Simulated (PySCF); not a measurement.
Isomers of C4H9ClOSi, one conformer each; single-point electronic energies without zero-point terms and without any empirical dispersion term.

All values: PBE0/pcSseg-1 (PySCF, non-relativistic), each on one gas-phase PBE0-D3(BJ)/def2-SVP geometry that isn't relaxed in the solvent. The solvent is an IEF-PCM continuum (cavity from Bondi-type radii × 1.2). Specific hydrogen bonds and non-electrostatic terms are outside this model.

```json
{"isomer": "`CO[Si@@H](Cl)C1CC1`", "relative energy, gas (kcal/mol)": "0.0", "dipole (D)": "1.55"}
{"isomer": "`C=CC[Si@@H](O)CCl`", "relative energy, gas (kcal/mol)": "19.4", "dipole (D)": "1.46"}
{"isomer": "`C=C(C)O[SiH2]CCl`", "relative energy, gas (kcal/mol)": "29.9", "dipole (D)": "1.85"}
{"isomer": "`CO[C@H]1[C@@H]([SiH2]Cl)C1`", "relative energy, gas (kcal/mol)": "34.4", "dipole (D)": "3.71"}
{"isomer": "`Cl[SiH2][C@@H]1C[C@H]1OC`", "relative energy, gas (kcal/mol)": "35.1", "dipole (D)": "1.11"}
{"isomer": "`Cl[C@H]1COCC[SiH2]1`", "relative energy, gas (kcal/mol)": "42.1", "dipole (D)": "2.23"}
```

Task: How do the relative energies look in chloroform (ε = 4.711)?

Result: 
```csv
isomer,"relative energy, solvent (kcal/mol)",E(solvent) − E(gas) (kcal/mol),dipole in solvent (D)
`CO[Si@@H](Cl)C1CC1`,0.0,-2.8,1.86
`C=CC[Si@@H](O)CCl`,18.2,-4.0,1.79
`C=C(C)O[SiH2]CCl`,29.9,-2.8,2.20
`CO[C@H]1[C@@H]([SiH2]Cl)C1`,34.5,-2.8,4.31
`Cl[SiH2][C@@H]1C[C@H]1OC`,35.1,-2.8,1.33
`Cl[C@H]1COCC[SiH2]1`,41.9,-3.0,2.70
```

The order is unchanged. Conformers: `[CH3:1][O:2][Si@@H:3]([Cl:4])[CH:5]1[CH2:6][CH2:7]1` with C1–O2–Si3–Cl4 54°, O2–Si3–C5–C6 161°; `[CH2:1]=[CH:2][CH2:3][Si@@H:4]([OH:5])[CH2:6][Cl:7]` with C1–C2–C3–Si4 -110°, C2–C3–Si4–O5 -60°, C3–Si4–O5–H 161°, C3–Si4–C6–Cl7 -166°; `[CH2:1]=[C:2]([CH3:3])[O:4][SiH2:5][CH2:6][Cl:7]` with C1–C2–O4–Si5 -1°, C2–O4–Si5–C6 -179°, O4–Si5–C6–Cl7 -179°; `[CH3:1][O:2][C@@H:3]1[CH2:4][C@@H:5]1[SiH2:6][Cl:7]` with C1–O2–C3–C4 -83°, C4–C5–Si6–Cl7 107°; `[CH3:1][O:2][C@@H:3]1[CH2:4][C@H:5]1[SiH2:6][Cl:7]` with C1–O2–C3–C4 154°, C4–C5–Si6–Cl7 148°; `[Cl:1][C@H:2]1[CH2:3][O:4][CH2:5][CH2:6][SiH2:7]1` with Cl1–C2–C3–O4 -179°, C2–C3–O4–C5 -74°, C3–O4–C5–C6 73°, O4–C5–C6–Si7 -55°. `C=CC[Si@@H](O)CCl` gains most from the continuum, while `CO[C@H]1[C@@H]([SiH2]Cl)C1` has the largest gas-phase dipole. The gains span 1.2 kcal/mol, the gas-phase energies 42.1 kcal/mol.
